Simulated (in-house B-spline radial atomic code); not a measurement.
Successive ionisation energies of cerium; each step leads to the configuration of the next row (after the last: [Ar] 3d10 4s2 4p1/2(2) 4p3/2(1)). Dirac energy differences include first-order Breit, QED and recoil terms. NIST's values go from ground level to ground level; the uncertainty of those that are theory runs from under 0.1 % in few-electron ions to several per cent in heavy many-electron ones. Computed with a radial B-spline atomic code at the basis-set limit: Dirac-Hartree-Fock, jj configuration that fills j = l - 1/2 first, finite nuclei.

A number in brackets counts the electrons of a j subshell.

```json
{"ion": "Ce13+", "configuration": "[Kr] 4d3/2(4) 4d5/2(5)", "ionisation energy (eV)": "341.5", "tabulated value (eV)": "340", "tabulated kind": "tabulated theory", "computed minus tabulated (eV)": "1.5", "highest orbital": "4d5/2", "largest mean radius (bohr)": "0.70961"}
{"ion": "Ce14+", "configuration": "[Kr] 4d3/2(4) 4d5/2(4)", "ionisation energy (eV)": "372.4", "tabulated value (eV)": "371", "tabulated kind": "tabulated theory", "computed minus tabulated (eV)": "1.4", "highest orbital": "4d5/2", "largest mean radius (bohr)": "0.69925"}
{"ion": "Ce15+", "configuration": "[Kr] 4d3/2(4) 4d5/2(3)", "ionisation energy (eV)": "403.9", "tabulated value (eV)": "403", "tabulated kind": "tabulated theory", "computed minus tabulated (eV)": "0.9", "highest orbital": "4d5/2", "largest mean radius (bohr)": "0.68931"}
{"ion": "Ce16+", "configuration": "[Kr] 4d3/2(4) 4d5/2(2)", "ionisation energy (eV)": "?", "tabulated value (eV)": "?", "tabulated kind": "tabulated theory", "computed minus tabulated (eV)": "?", "highest orbital": "?", "largest mean radius (bohr)": "?"}
{"ion": "Ce17+", "configuration": "[Kr] 4d3/2(4) 4d5/2(1)", "ionisation energy (eV)": "469.1", "tabulated value (eV)": "472", "tabulated kind": "tabulated theory", "computed minus tabulated (eV)": "-2.9", "highest orbital": "4d5/2", "largest mean radius (bohr)": "0.67057"}
{"ion": "Ce18+", "configuration": "[Kr] 4d3/2(4)", "ionisation energy (eV)": "508.4", "tabulated value (eV)": "509", "tabulated kind": "tabulated theory", "computed minus tabulated (eV)": "-0.6", "highest orbital": "4d3/2", "largest mean radius (bohr)": "0.65533"}
{"ion": "Ce19+", "configuration": "[Kr] 4d3/2(3)", "ionisation energy (eV)": "?", "tabulated value (eV)": "?", "tabulated kind": "tabulated theory", "computed minus tabulated (eV)": "?", "highest orbital": "?", "largest mean radius (bohr)": "?"}
{"ion": "Ce20+", "configuration": "[Kr] 4d3/2(2)", "ionisation energy (eV)": "577.8", "tabulated value (eV)": "579", "tabulated kind": "tabulated theory", "computed minus tabulated (eV)": "-1.2", "highest orbital": "4d3/2", "largest mean radius (bohr)": "0.63833"}
{"ion": "Ce21+", "configuration": "[Kr] 4d3/2(1)", "ionisation energy (eV)": "613.6", "tabulated value (eV)": "613", "tabulated kind": "tabulated theory", "computed minus tabulated (eV)": "0.6", "highest orbital": "4d3/2", "largest mean radius (bohr)": "0.63043"}
{"ion": "Ce22+", "configuration": "[Ar] 3d10 4s2 4p6", "ionisation energy (eV)": "748.6", "tabulated value (eV)": "749", "tabulated kind": "tabulated theory", "computed minus tabulated (eV)": "-0.4", "highest orbital": "4p3/2", "largest mean radius (bohr)": "0.61581"}
{"ion": "Ce23+", "configuration": "[Ar] 3d10 4s2 4p1/2(2) 4p3/2(3)", "ionisation energy (eV)": "?", "tabulated value (eV)": "?", "tabulated kind": "tabulated theory", "computed minus tabulated (eV)": "?", "highest orbital": "?", "largest mean radius (bohr)": "?"}
{"ion": "Ce24+", "configuration": "[Ar] 3d10 4s2 4p1/2(2) 4p3/2(2)", "ionisation energy (eV)": "823.6", "tabulated value (eV)": "824", "tabulated kind": "tabulated theory", "computed minus tabulated (eV)": "-0.4", "highest orbital": "4p3/2", "largest mean radius (bohr)": "0.60478"}
```

**Question.** Fill in the row of Ce16+.

**Answer.** ionisation energy (eV): 436.2; tabulated value (eV): 435; computed minus tabulated (eV): 1.2; highest orbital: 4d5/2; largest mean radius (bohr): 0.67977.

**Question.** Fill in the row of Ce19+.

**Answer.** ionisation energy (eV): 542.8; tabulated value (eV): 543; computed minus tabulated (eV): -0.2; highest orbital: 4d3/2; largest mean radius (bohr): 0.64647.

**Question.** Fill in the row of Ce23+.

**Answer.** ionisation energy (eV): 785.8; tabulated value (eV): 785; computed minus tabulated (eV): 0.8; highest orbital: 4p3/2; largest mean radius (bohr): 0.61004.
